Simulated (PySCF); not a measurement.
# One molecule, several mistakes: AlBCH6N

These are calculations, not measurements. They come from PySCF 2.14.0, an open-source quantum chemistry program, on an isolated molecule that a program drew, which may never have been made. The molecule is AlBCH6N (charge 0, doublet), drawn as the SMILES string `BN[CH2][AlH]`.

Each row is a Hartree-Fock (HF) and frozen-core CCSD(T) single point in the cc-pV(D+d)Z basis, meant for a local HF minimum. Run 1 is clean. Each other run has one planted mistake out of seven kinds, and not every kind appears here: one electron removed, one electron added, multiplicity raised by two, geometry at a saddle point, minimal basis STO-3G, one bond length entered in bohr, all coordinates scaled. The reference is restricted for singlets and unrestricted otherwise, and also for a bond in bohr. Adding or removing an electron swaps singlet and doublet. Electrons count all cores. HOMO and LUMO are orbital energies over both spins, the gradient is its largest component, and the lowest frequency (negative if imaginary) is given only where the gradient is small. Bond lengths are over the 9 bonds as drawn. T1 is the CCSD diagnostic: over 0.02 (restricted) or 0.045 (unrestricted) a single reference is doubtful.

Geometry of the clean run:
```xyz
10
AlBCH6N, angstrom
B    -0.7422   -1.9919   -3.9007
N     0.1298   -2.0402   -2.8238
C     0.2279   -3.0791   -1.7960
Al    2.0237   -3.9669   -1.8552
H    -1.5424   -2.8762   -4.0614
H    -0.6759   -1.0643   -4.6635
H     0.7897   -1.2960   -2.7135
H     0.0286   -2.6518   -0.8038
H    -0.5684   -3.8054   -1.9699
H     3.2594   -3.0121   -2.1910
```

```
run,electrons,basis functions,<S^2>,HOMO (eV),LUMO (eV),gradient (hartree/bohr),lowest frequency (cm^-1),mean bond (Å),longest bond (Å),T1,HF (hartree),CCSD(T) (hartree),mistake
1,37,95,0.755,-7.94,0.76,2.7e-05,55,1.3389,2.004,0.0159,-362.39877,-362.91117,no fault
2,37,30,0.755,-4.77,7.13,3.8e-02,-,1.3389,2.004,0.0189,-357.99286,-358.21252,minimal basis STO-3G
3,37,95,0.753,-7.79,0.86,5.0e-02,-,1.2639,1.892,0.0143,-362.36727,-362.87073,all coordinates scaled
4,37,95,1.366,-8.08,0.62,2.2e-02,-,1.4578,2.273,0.0604,-362.27727,-362.79170,one bond length entered in bohr
5,36,95,0.000,-14.95,-6.48,4.4e-02,-,1.3389,2.004,0.0204,-362.13203,-362.64260,one electron removed
6,37,95,3.763,-5.55,-1.72,1.0e-01,-,1.3389,2.004,0.0271,-362.26950,-362.76943,?
```

**Which mistake was planted in run 6, and what did it cost?**

Electrons, basis and geometry are unchanged, and <S^2> is 3.763, beside S(S+1) = 3.75 for a multiplicity of 4. So the mistake is: multiplicity raised by two. Subtracting run 1 and multiplying by 627.51 kcal/mol a hartree, the energy moved by 81.1 kcal/mol in HF and 88.9 kcal/mol in CCSD(T).

Cautions from the logs. Run 4: T1 is over the limit, so its CCSD(T) energy is less reliable; run 5: T1 is over the limit, so its CCSD(T) energy is less reliable.
